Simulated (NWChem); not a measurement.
HSeSI; SMILES S[Se]I

```xyz
4

Se     0.7296    -1.0128     0.0059
I     -0.1124     1.4017     0.0095
S     -1.0663    -2.2427     0.0557
H     -1.2931    -2.3071    -1.2796
```
Atoms are numbered in this order, from 1.

Results from NWChem. Coordinates come from a PBE0/def2-SVP optimisation. def2 effective core potentials on I; no spin-orbit coupling. Level: PBE0/def2-SVPD; the question gives the wavelength of the field.

### Question
Predict the results for field static. Quantities: isotropic polarisability (bohr³); anisotropy (bohr³).

### Answer
```yaml
isotropic polarisability (bohr³): 90.6
anisotropy (bohr³): 56.8
```
